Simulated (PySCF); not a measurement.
Mo(NMe)(S)(F)(SH) (CH₄FMoNS₂), SMILES [N](=[Mo]([F])([SH])=[S])C, multiplicity 1. Atoms are numbered in the order given.

```xyz
10

Mo     0.0028     0.2976    -0.0292
N     -0.7371    -0.7118    -1.2091
C     -0.8024    -1.7399    -2.1845
H      0.1779    -2.2401    -2.2917
H     -1.5511    -2.4941    -1.8841
H     -1.1074    -1.3275    -3.1617
S      2.0389    -0.2898     0.1039
F     -0.2019     2.0741    -0.5409
S     -1.0171    -0.2726     1.9926
H     -2.1922    -0.6821     1.4596
```
Charge 0, spin multiplicity 1.

Geometry: r2SCAN-D4/def2-SVP. The spin state was assumed, not searched. The def2 effective core potentials stand for the cores of Mo; spin–orbit coupling is left out. The values are those of a single conformer.

Calculation: ωB97X/def2-TZVP (PySCF).

The molecule is in vacuum.

Q: Estimate the frontier levels, gap, dipole moment and polarisability. (An estimate is asked for; the answer gives what the named calculation found.)

A: 
```json
{
  "highest_occupied_level": "-9.82 eV",
  "lowest_empty_level": "-0.97 eV",
  "orbital_gap": "8.85 eV",
  "dipole_moment": "3.74 D",
  "quadrupole, principal values (traceless, Buckingham form, about the centre of nuclear charge)": "-9.99, -0.21, 10.20 D·Å",
  "mean_static_polarisability": "102.6 bohr³ (15.21 Å³)",
  "polarisability_principal_values": "77.2, 112.2, 118.5 bohr³"
}
```
